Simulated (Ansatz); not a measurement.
Geometry optimisation, RKS PBE0/def2-SVP in Ansatz 0.2.0.

The input (input.yaml):

```yaml
crystal:
  periodic: [false, false, false]
  atoms:
    - { symbol: C, position_ang: [-1.0259, 0.4537, -0.4151] }
    - { symbol: "N", position_ang: [-0.7015, -0.3995, 0.6657] }
    - { symbol: B, position_ang: [0.7797, -0.3425, 0.8903] }
    - { symbol: S, position_ang: [1.60063, 0.35905, 2.50938] }
    - { symbol: H, position_ang: [-0.6014, 0.1778, -1.4031] }
    - { symbol: H, position_ang: [-2.1766, 0.484, -0.5597] }
    - { symbol: H, position_ang: [-0.7632, 1.5502, -0.1869] }
    - { symbol: H, position_ang: [-0.8975, -1.3579, 0.3777] }
    - { symbol: H, position_ang: [1.56275, -0.67474, -0.02308] }
    - { symbol: H, position_ang: [1.58432, -0.90916, 3.06139] }
basis:
  gaussian: { orbitals: def2-SVP }
hamiltonian:
  xc: pbe0
relax:
  f_tol: 0.015
  max_steps: 40
```

Run as:

```bash
$ ansatz run input.yaml --threads 1 --pin off --max-ram 2048MiB --backend cpu --events-out ev --progress --plain --runs-dir out
```

Task: Where does it end, and by what steps?

Result: The run converged. After 18 steps the energy has fallen by 2.129 eV; H10 moved furthest, 2.33 Å.

| step | energy less start (eV) | largest force component (eV/Å) | accepted |
| --- | --- | --- | --- |
| 0 | 0.0000 | 2.256 | yes |
| 1 | -0.2453 | 0.932 | yes |
| 2 | -0.3673 | 0.534 | yes |
| 3 | -0.5161 | 0.340 | yes |
| 4 | -0.6643 | 0.770 | yes |
| 5 | -0.8340 | 0.888 | yes |
| 6 | -0.9991 | 0.769 | yes |
| 7 | -1.1534 | 0.582 | yes |
| 8 | -1.3044 | 0.564 | yes |
| 9 | -1.4714 | 0.773 | yes |
| 10 | -1.6721 | 0.769 | yes |
| 11 | -1.8775 | 0.768 | yes |
| 12 | -1.9364 | 1.611 | yes |
| 13 | -2.0237 | 1.072 | yes |
| 14 | -2.1001 | 0.495 | yes |
| 15 | -2.1190 | 0.367 | yes |
| 16 | -2.1181 | 0.290 | no |
| 17 | -2.1281 | 0.040 | yes |
| 18 | -2.1285 | 0.013 | yes |

```xyz
10
Properties=species:S:1:pos:R:3
C -1.064 0.479 -0.014
N -0.113 -0.601 -0.048
B 0.978 -0.880 0.780
S 1.552 0.069 2.215
H -1.128 0.992 -0.988
H -2.078 0.134 0.252
H -0.765 1.231 0.728
H -0.282 -1.266 -0.794
H 1.646 -1.859 0.543
H 0.617 1.044 2.242
```

Time of the run: 78 s on 1 thread of Arm Neoverse V1, with other jobs on the host, peak memory 0.17 GiB.
